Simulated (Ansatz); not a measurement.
## A geometry optimisation of FH3NPSe with B3LYP-D3(BJ)/def2-SVP

The starting geometry of this gas-phase singlet was optimised with GFN2-xTB; its bonds are those of `NP(F)[SeH]`.

```xyz
7

F    -0.7315    2.3249    1.4717
N    -1.4900    0.6618   -0.1397
P    -1.9508    2.2036    0.3969
Se   -3.6615    1.5464    1.7187
H    -0.5711    0.6638   -0.5688
H    -2.1648    0.2508   -0.7716
H    -4.3244    2.8166    1.5196
```

Q: Predict what it relaxes into with B3LYP-D3(BJ)/def2-SVP.

A: It keeps its bonds, and is `NP(F)[SeH]`.

The energy falls by 0.26 eV over 41 steps:

```json
{"step": "1", "E − E(last) (eV)": "0.259"}
{"step": "5", "E − E(last) (eV)": "0.206"}
{"step": "10", "E − E(last) (eV)": "0.165"}
{"step": "14", "E − E(last) (eV)": "0.078"}
{"step": "19", "E − E(last) (eV)": "0.063"}
{"step": "23", "E − E(last) (eV)": "0.063"}
{"step": "28", "E − E(last) (eV)": "0.048"}
{"step": "32", "E − E(last) (eV)": "0.010"}
{"step": "37", "E − E(last) (eV)": "0.000"}
{"step": "41", "E − E(last) (eV)": "0.000"}
```

Final geometry (Å):

```tsv
atom	x (Å)	y (Å)	z (Å)
F	-1.0563	2.2478	1.7095
N	-1.5470	0.7817	-0.4166
P	-1.8602	2.2848	0.2761
Se	-3.9529	1.6849	1.0487
H	-0.7797	0.7324	-1.0814
H	-1.6881	-0.0846	0.1006
H	-4.0098	2.8208	1.9900
```

The end wasn't checked by frequencies. Run with Ansatz 0.2.0, 89 s on 2 threads of Arm Neoverse V1, on a shared host.
